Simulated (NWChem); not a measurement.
System: AuPH3I; SMILES [PH3]->[Au][I]

Input file for NWChem:

```
start job
memory heap 200 mb stack 900 mb global 1100 mb
geometry units angstroms noautosym noautoz
  Au    -0.332176    -0.258614    -0.533532
  I      0.909605     0.709210     1.461836
  P     -1.440195    -1.124937    -2.316226
  H     -1.231640    -2.427178    -2.712155
  H     -1.307204    -0.571029    -3.569853
  H     -2.815604    -1.188690    -2.332922
end
basis spherical
  * library def2-svp
end
ecp
  I library def2-ecp
  Au library def2-ecp
end
dft
  xc pbe0
  iterations 150
end
driver
  maxiter 120
end
task dft optimize
dft
  grid fine
  convergence energy 1d-8 density 1d-7
end
task dft freq numerical
```

Parts of the log:

```
             Northwest Computational Chemistry Package (NWChem) 7.3.0
             --------------------------------------------------------

                             Geometry "geometry" -> ""
                             -------------------------

 Output coordinates in angstroms (scale by  1.889725989 to convert to a.u.)

  No.       Tag          Charge          X              Y              Z
 ---- ---------------- ---------- -------------- -------------- --------------
    1 Au                  79.0000    -0.29890792    -0.23259181    -0.47999840
    2 I                   53.0000     0.94287308     0.73523219     1.51536960
    3 P                   15.0000    -1.40692692    -1.09891481    -2.26269240
    4 H                    1.0000    -1.19837192    -2.40115581    -2.65862140
    5 H                    1.0000    -1.27393592    -0.54500681    -3.51631940
    6 H                    1.0000    -2.78233592    -1.16266781    -2.27938840

 Effective nuclear repulsion energy (a.u.)    1307.4214903915

                           NWChem Geometry Optimization
                           ----------------------------

 maximum gradient threshold         (gmax) =   0.000450
 rms gradient threshold             (grms) =   0.000300
 maximum cartesian step threshold   (xmax) =   0.001800
 rms cartesian step threshold       (xrms) =   0.001200
 fixed trust radius                (trust) =   0.300000
 source of zmatrix                         =

          -------------------
          Energy Minimization
          -------------------

 Using diagonal initial Hessian

          --------
          Step   0

                                 NWChem DFT Module
                                 -----------------

 Summary of "ao basis" -> "ao basis" (spherical)
 ------------------------------------------------------------------------------
       Tag                 Description            Shells   Functions and Types
 ---------------- ------------------------------  ------  ---------------------
 Au                         def2-svp                12       32   6s3p2d1f
 I                          def2-svp                10       26   4s4p2d
 P                          def2-svp                 8       18   4s3p1d
 H                          def2-svp                 3        5   2s1p

            General Information
            -------------------
          SCF calculation type: DFT
          Wavefunction type:  closed shell.
          No. of atoms     :     6
          No. of electrons :    62
           Alpha electrons :    31
            Beta electrons :    31
          Charge           :     0
          Spin multiplicity:     1
          Use of symmetry is: off; symmetry adaption is: off
          Maximum number of iterations: 150
          AO basis - number of functions:    91
                     number of shells:    39
          Convergence on energy requested:  1.00D-06
          Convergence on density requested:  1.00D-05
          Convergence on gradient requested:  5.00D-04

              XC Information
              --------------
                         PBE0 Method XC Functional
                     Hartree-Fock (Exact) Exchange  0.250
          PerdewBurkeErnzerhof Exchange Functional  0.750
            Perdew 1991 LDA Correlation Functional  1.000 local
           PerdewBurkeErnz. Correlation Functional  1.000 non-local

             Grid Information
             ----------------
          Grid used for XC integration:  medium
          Radial quadrature: Mura-Knowles
          Angular quadrature: Lebedev.
          Tag              B.-S. Rad. Rad. Pts. Rad. Cut. Ang. Pts.
          ---              ---------- --------- --------- ---------
          Au                  1.35      123          10.0       590
          I                   1.40      123          13.0       590
          P                   1.00       88          12.0       590
          H                   0.35       45          13.0       434
          Grid pruning is: on
          Number of quadrature shells:   469
          Spatial weights used:  Erf1

      Superposition of Atomic Density Guess
      -------------------------------------

 Sum of atomic energies:        -841.60670986

      Non-variational initial energy
      ------------------------------

 Total energy =    -774.105751
 1-e energy   =   -1708.329677
 2-e energy   =     693.162451
 HOMO         =      -0.340709
 LUMO         =       0.002813

   convergence    iter        energy       DeltaE   RMS-Dens  Diis-err
 ---------------- ----- ----------------- --------- --------- ---------
 d= 0,ls=0.0,diis     1   -776.3437342301 -1.02D+03  1.85D-02  4.65D-01
 d= 0,ls=0.0,diis     2   -776.2661332827  7.76D-02  1.12D-02  1.29D+00
 d= 0,ls=0.0,diis     3   -776.4280114800 -1.62D-01  2.57D-03  1.29D-02
 d= 0,ls=0.0,diis     4   -776.4288329204 -8.21D-04  1.32D-03  7.35D-03
 d= 0,ls=0.0,diis     5   -776.4300492991 -1.22D-03  1.82D-04  2.67D-04
  Resetting Diis
 d= 0,ls=0.0,diis     6   -776.4300818186 -3.25D-05  2.70D-05  8.55D-06
 d= 0,ls=0.0,diis     7   -776.4300825666 -7.48D-07  1.55D-05  5.99D-07
 d= 0,ls=0.0,diis     8   -776.4300825896 -2.30D-08  6.66D-06  4.38D-07

         Total DFT energy =     -776.430082589618
      One electron energy =    -1711.072950386339
           Coulomb energy =      752.923420892594
    Exchange-Corr. energy =      -59.342028503826
 Nuclear repulsion energy =      241.061475407952

 Numeric. integr. density =       62.000002049487

                       DFT Final Molecular Orbital Analysis
                       ------------------------------------

 Vector   29  Occ=2.000000D+00  E=-2.900755D-01
              MO Center=  4.2D-01,  3.3D-01,  6.8D-01, r^2= 3.6D+00
   Bfn.  Coefficient  Atom+Function         Bfn.  Coefficient  Atom+Function
  ----- ------------  ---------------      ----- ------------  ---------------
     5      0.460207  1 Au s                 45     -0.344016  2 I  pz
     3     -0.324781  1 Au s                 48     -0.291844  2 I  pz
    43     -0.214143  2 I  px                 2      0.209940  1 Au s
    19      0.208307  1 Au d  1               6      0.183430  1 Au s
    46     -0.181669  2 I  px                44     -0.166803  2 I  py

 Vector   30  Occ=2.000000D+00  E=-2.380641D-01
              MO Center=  8.2D-01,  6.4D-01,  1.3D+00, r^2= 2.8D+00
   Bfn.  Coefficient  Atom+Function         Bfn.  Coefficient  Atom+Function
  ----- ------------  ---------------      ----- ------------  ---------------
    43      0.451745  2 I  px                46      0.416212  2 I  px
    45     -0.340987  2 I  pz                48     -0.314178  2 I  pz
    40     -0.184559  2 I  px                18      0.177410  1 Au d  0
    37     -0.149614  2 I  px                42      0.139309  2 I  pz
    44      0.123306  2 I  py                47      0.113605  2 I  py

 Vector   31  Occ=2.000000D+00  E=-2.380617D-01
              MO Center=  8.2D-01,  6.4D-01,  1.3D+00, r^2= 2.8D+00
   Bfn.  Coefficient  Atom+Function         Bfn.  Coefficient  Atom+Function
  ----- ------------  ---------------      ----- ------------  ---------------
    44      0.521273  2 I  py                47      0.480292  2 I  py
    43     -0.226602  2 I  px                41     -0.212965  2 I  py
    46     -0.208768  2 I  px                38     -0.172641  2 I  py
    17     -0.140441  1 Au d -1              20      0.119514  1 Au d  2
    45     -0.111704  2 I  pz                48     -0.102898  2 I  pz

 Vector   32  Occ=0.000000D+00  E=-2.695626D-02
              MO Center= -8.7D-01, -6.6D-01, -1.4D+00, r^2= 5.9D+00
   Bfn.  Coefficient  Atom+Function         Bfn.  Coefficient  Atom+Function
  ----- ------------  ---------------      ----- ------------  ---------------
    88      0.636600  6 H  s                 83     -0.549969  5 H  s
    69      0.546514  3 P  px                13      0.500140  1 Au px
    71     -0.404150  3 P  pz                15     -0.370366  1 Au pz
    87      0.221331  6 H  s                 82     -0.191530  5 H  s
    46     -0.179349  2 I  px                18     -0.148330  1 Au d  0

 Vector   33  Occ=0.000000D+00  E=-2.692037D-02
              MO Center= -8.5D-01, -6.9D-01, -1.4D+00, r^2= 5.9D+00
   Bfn.  Coefficient  Atom+Function         Bfn.  Coefficient  Atom+Function
  ----- ------------  ---------------      ----- ------------  ---------------
    78      0.682676  4 H  s                 70      0.626449  3 P  py
    14      0.573753  1 Au py                83     -0.419029  5 H  s
    88     -0.271817  6 H  s                 69     -0.258791  3 P  px
    77      0.238048  4 H  s                 13     -0.236186  1 Au px
    47     -0.207468  2 I  py                 8     -0.162997  1 Au py

 Vector   34  Occ=0.000000D+00  E=-2.021265D-02
              MO Center= -6.0D-01, -4.7D-01, -9.7D-01, r^2= 8.2D+00
   Bfn.  Coefficient  Atom+Function         Bfn.  Coefficient  Atom+Function
  ----- ------------  ---------------      ----- ------------  ---------------
    62      1.469502  3 P  s                  6     -0.926225  1 Au s
     5     -0.515515  1 Au s                 78     -0.494487  4 H  s
    83     -0.489498  5 H  s                 88     -0.488454  6 H  s
    48     -0.397753  2 I  pz                61      0.388496  3 P  s
     3      0.290315  1 Au s                 60      0.257098  3 P  s

     Multipole analysis of the density
     ---------------------------------

     L   x y z        total         alpha         beta         nuclear
     -   - - -        -----         -----         ----         -------
     0   0 0 0     -0.000000    -31.000000    -31.000000     62.000000

[...]

      ----------------------
      Optimization converged
      ----------------------

  Step       Energy      Delta E   Gmax     Grms     Xrms     Xmax
  ---- ---------------- -------- -------- -------- -------- --------
@    7    -776.43338742 -4.5D-08  0.00011  0.00004  0.00022  0.00040
                                     ok       ok       ok       ok

                         Geometry "geometry" -> "geometry"
                         ---------------------------------

 Output coordinates in angstroms (scale by  1.889725989 to convert to a.u.)

  No.       Tag          Charge          X              Y              Z
 ---- ---------------- ---------- -------------- -------------- --------------
    1 Au                  79.0000    -0.30895112    -0.23868260    -0.49499999
    2 I                   53.0000     0.95038451     0.73946752     1.52647282
    3 P                   15.0000    -1.41976120    -1.10825259    -2.28283776
    4 H                    1.0000    -1.16159077    -2.45440485    -2.64055412
    5 H                    1.0000    -1.24218554    -0.49552057    -3.54763348
    6 H                    1.0000    -2.83550140    -1.14771178    -2.24209787

 Effective nuclear repulsion energy (a.u.)    1294.1798058888

 ==============================================================================
                                internuclear distances
 ------------------------------------------------------------------------------
       center one      |      center two      | atomic units |  angstroms
 ------------------------------------------------------------------------------
    2 I                |   1 Au               |     4.86547  |     2.57470
    3 P                |   1 Au               |     4.30361  |     2.27737
    4 H                |   3 P                |     2.67697  |     1.41659
    5 H                |   3 P                |     2.67694  |     1.41657
    6 H                |   3 P                |     2.67751  |     1.41688
 ------------------------------------------------------------------------------
                         number of included internuclear distances:          5
 ==============================================================================

[second-derivative integrals and response iterations left out]

  Vibrational analysis via the FX method

  See chapter 2 in "Molecular Vibrations" by Wilson, Decius and Cross

  Vib: Default input used

 ---------------------------- Atom information ----------------------------
     atom    #        X              Y              Z            mass
 --------------------------------------------------------------------------
    Au       1 -5.8383295D-01 -4.5104471D-01 -9.3541435D-01  1.9696660D+02
    I        2  1.7959663D+00  1.3973910D+00  2.8846154D+00  1.2690040D+02
    P        3 -2.6829596D+00 -2.0942937D+00 -4.3139378D+00  3.0973760D+01
    H        4 -2.1950883D+00 -4.6381526D+00 -4.9899237D+00  1.0078250D+00
    H        5 -2.3473903D+00 -9.3639810D-01 -6.7040552D+00  1.0078250D+00
    H        6 -5.3583207D+00 -2.1688608D+00 -4.2369506D+00  1.0078250D+00
 --------------------------------------------------------------------------

[unprojected Hessian and modes left out]

        Vibrational analysis via the FX method
  --- with translations and rotations projected out ---
  --- via the Eckart algorithm                      ---
 Projected Nuclear Hessian trans-rot subspace norm:1.0377D-33
                         (should be close to zero!)

[projected Hessian left out]

 Rotational Constants
 --------------------
 A=   3.583096 cm-1  (  5.155161 K)
 B=   0.019610 cm-1  (  0.028214 K)
 C=   0.019610 cm-1  (  0.028214 K)

 Temperature                      =   298.15K
 frequency scaling parameter      =   1.0000

 Zero-Point correction to Energy  =   17.614 kcal/mol  (  0.028070 au)
 Thermal correction to Energy     =   21.334 kcal/mol  (  0.033999 au)
 Thermal correction to Enthalpy   =   21.927 kcal/mol  (  0.034942 au)

 Total Entropy                    =   83.383 cal/mol-K
   - Translational                =   43.499 cal/mol-K (mol. weight = 357.8642)
   - Rotational                   =   26.550 cal/mol-K (symmetry #  =        1)
   - Vibrational                  =   13.334 cal/mol-K

 Cv (constant volume heat capacity) =   16.841 cal/mol-K
   - Translational                  =    2.979 cal/mol-K
   - Rotational                     =    2.979 cal/mol-K
   - Vibrational                    =   10.882 cal/mol-K

[normal modes left out]

 ----------------------------------------------------------------------------
 Normal Eigenvalue ||           Projected Infra Red Intensities
  Mode   [cm**-1]  || [atomic units] [(debye/angs)**2] [(KM/mol)] [arbitrary]
 ------ ---------- || -------------- ----------------- ---------- -----------
    1        0.000 ||    0.001363           0.031         1.329       0.875
    2        0.000 ||    0.001073           0.025         1.046       0.689
    3        0.000 ||    0.000361           0.008         0.352       0.232
    4        0.000 ||    0.001854           0.043         1.807       1.190
    5        0.000 ||    0.001193           0.028         1.163       0.766
    6        0.000 ||    0.000078           0.002         0.076       0.050
    7       70.875 ||    0.002206           0.051         2.150       1.416
    8       70.918 ||    0.002199           0.051         2.144       1.412
    9      193.436 ||    0.008770           0.202         8.549       5.629
   10      323.351 ||    0.002282           0.053         2.225       1.465
   11      486.551 ||    0.000010           0.000         0.009       0.006
   12      486.701 ||    0.000009           0.000         0.009       0.006
   13     1001.185 ||    0.195585           4.512       190.666     125.544
   14     1115.879 ||    0.005036           0.116         4.909       3.233
   15     1116.549 ||    0.005046           0.116         4.919       3.239
   16     2475.845 ||    0.045001           1.038        43.869      28.885
   17     2492.225 ||    0.004208           0.097         4.102       2.701
   18     2493.667 ||    0.004148           0.096         4.044       2.663
 ----------------------------------------------------------------------------
```

Level: PBE0/def2-SVP with def2 effective core potentials on I, Au. def2 effective core potentials on I, Au; no spin-orbit coupling. The printed entropy takes a lower symmetry number than the molecule has.
